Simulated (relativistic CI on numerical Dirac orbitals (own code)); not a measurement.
## Ru⁺: L-alpha,beta X-ray emission

Computed with this model: Dirac-Coulomb-Breit CI, KLI orbitals optimised for each configuration, a model potential for QED, multiplet model of X-ray emission after core ionisation, unscaled Slater integrals; configurations [Kr] 4d7 → [He] 2s2 2p5 3s2 3p6 3d10 4s2 4p6 4d7 → [Ar] 3d9 4s2 4p6 4d7; 300 K; Lorentzian 2 eV and Gaussian 0.6 eV FWHM. Energies are those of the free ion, without screening or charge transfer. S is read from ⟨S²⟩ = S(S + 1).

Field parameters in Wybourne normalisation: Oh B⁴₀ = 21Dq, B⁴₄ = √(5/14) B⁴₀. The field is a parameter set, without covalency.

free ion: ground-state S = 1.49, centroid 2601.77 eV. Peaks (eV, height): 2559.8 (100), 2684.2 (30).

Oh, 10Dq = 21650 cm⁻¹: ground-state S = 0.54, centroid 2601.80 eV. Peaks (eV, height): 2559.8 (100), 2684.6 (40).

Strongest unbroadened transitions for Oh, 10Dq = 21650 cm⁻¹:

```tsv
Energy (eV)	Relative strength
2559.34	32.1
2559.50	63.4
2559.57	61.9
2559.61	58.5
2559.63	61.6
2559.64	41.1
2559.67	51.6
2559.69	36.1
2559.74	30.8
2559.78	40.4
2559.79	100.0
2559.80	62.8
2559.87	47.6
2560.07	52.5
2560.15	83.3
2684.51	26.4
2684.54	26.6
2684.60	31.2
```
